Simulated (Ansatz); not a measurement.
Reactions of FH3INSSi, SMILES `N[Si](F)(S)I`.

Isolated molecules relaxed with PBE0-D4/def2-TZVP in Ansatz; ΔE leaves out vibrations. CBS: MP2 limit from def2 TZ/QZ plus the TZ coupled-cluster correction, frozen cores. This one scheme is used for every species, atoms too. For atomizations the MP2-based limit and the directly extrapolated one differ by several kJ/mol either way, and by 10 to 25 for some Ge, Se and Sn compounds, so smaller differences from it don't rank the levels. No spin–orbit coupling; open shells (•) take unrestricted orbitals. Spin–orbit coupling would lower the free atoms: a little for F, S, Si; strongly for I. def2 core potentials past Kr. Bonds to I are less sure, by a few kJ/mol each and by 10 to 20 or more in all where they break to atoms, as the def2 sets lack core-valence functions. One conformer a species, not always the lowest.

Q: Order these by ΔE at CCSD(T)/CBS, lowest first. (Estimate.)
A. `N[Si](F)(S)I` + H₂ → `N[SiH](F)S` + HI
B. `N[Si](F)(S)I` + H–F → `N[Si](F)(F)S` + HI
C. `N[Si](F)(S)I` + H₂ → `N[SiH](S)I` + H–F
D. `N[Si](F)(S)I` → `FI` + `N[Si]S`
E. `N[Si](F)(S)I` → F• + 3 H• + I• + N• + S• + Si•
F. `N[Si](F)(S)I` + H₂ → `F[SiH](S)I` + NH₃
G. `N[Si](F)(S)I` + SiH₄ → `N[Si](F)([SiH3])S` + HI

A: B (-0.67 eV), F (+0.55 eV), A (+0.69 eV), G (+0.98 eV), C (+1.27 eV), D (+5.36 eV), E (+28.52 eV).

Largest T1 diagnostic: 0.014, for `N[Si]S`.
